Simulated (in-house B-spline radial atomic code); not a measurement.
Successive ionisation energies of technetium; each step leads to the configuration of the next row (after the last: [He] 2s2 2p4). Dirac energy differences include first-order Breit, QED and recoil terms. NIST's values go from ground level to ground level; the uncertainty of those that are theory runs from under 0.1 % in few-electron ions to several per cent in heavy many-electron ones. Computed with a radial B-spline atomic code at the basis-set limit: Dirac-Hartree-Fock, average of the configuration, finite nuclei.

```csv
ion,configuration,ionisation energy (eV),tabulated value (eV),tabulated kind,computed minus tabulated (eV),highest orbital,largest mean radius (bohr)
Tc20+,[Ar] 3d5,899.1,904,tabulated theory,-5,3d5/2,0.39145
Tc21+,[Ar] 3d4,962.7,968,tabulated theory,-5,3d5/2,0.38792
Tc22+,[Ar] 3d3,1027.9,1032,tabulated theory,-4,3d5/2,0.38441
Tc23+,[Ar] 3d2,1094.6,1102,tabulated theory,-7,3d5/2,0.38094
Tc24+,[Ar] 3d1,?,?,tabulated theory,?,?,?
Tc25+,[Ne] 3s2 3p6,?,?,semi-empirical,?,?,?
Tc26+,[Ne] 3s2 3p5,1425.0,1411.6,semi-empirical,13,3p3/2,0.37141
Tc27+,[Ne] 3s2 3p4,1488.4,1479.5,semi-empirical,9,3p3/2,0.36878
Tc28+,[Ne] 3s2 3p3,1552.8,1559,semi-empirical,-6,3p3/2,0.36618
Tc29+,[Ne] 3s2 3p2,1618.0,1638,semi-empirical,-20,3p3/2,0.36363
Tc30+,[Ne] 3s2 3p1,1684.1,1689,semi-empirical,-5,3p3/2,0.36111
Tc31+,[Ne] 3s2,1831.3,1838,semi-empirical,-7,3s1/2,0.35862
Tc32+,[Ne] 3s1,1899.5,1900.28,semi-empirical,-1,3s1/2,0.35585
Tc33+,[He] 2s2 2p6,?,?,semi-empirical,?,?,?
Tc34+,[He] 2s2 2p5,4722.9,4681,semi-empirical,42,2p3/2,0.14484
```

Task: Fill in the row of Tc24+.

Result: ionisation energy (eV): 1162.9; tabulated value (eV): 1166; computed minus tabulated (eV): -3; highest orbital: 3d5/2; largest mean radius (bohr): 0.37749.

Task: Fill in the row of Tc25+.

Result: ionisation energy (eV): 1362.5; tabulated value (eV): 1354; computed minus tabulated (eV): 8; highest orbital: 3p3/2; largest mean radius (bohr): 0.37408.

Task: Fill in the row of Tc33+.

Result: ionisation energy (eV): 4539.6; tabulated value (eV): 4505; computed minus tabulated (eV): 35; highest orbital: 2p3/2; largest mean radius (bohr): 0.14592.

Task: Where is the largest jump?

Result: From Tc32+ to Tc33+, by a factor of 2.39 (1899.5 to 4539.6 eV); the highest orbital goes from 3s1/2 to 2p3/2.

Where a p, d or f electron is removed, the computed value is a mean over both j, so it misses the tabulated one by a part of the spin-orbit splitting; averaging over terms and missing correlation add to the gap, relatively most at low charge.
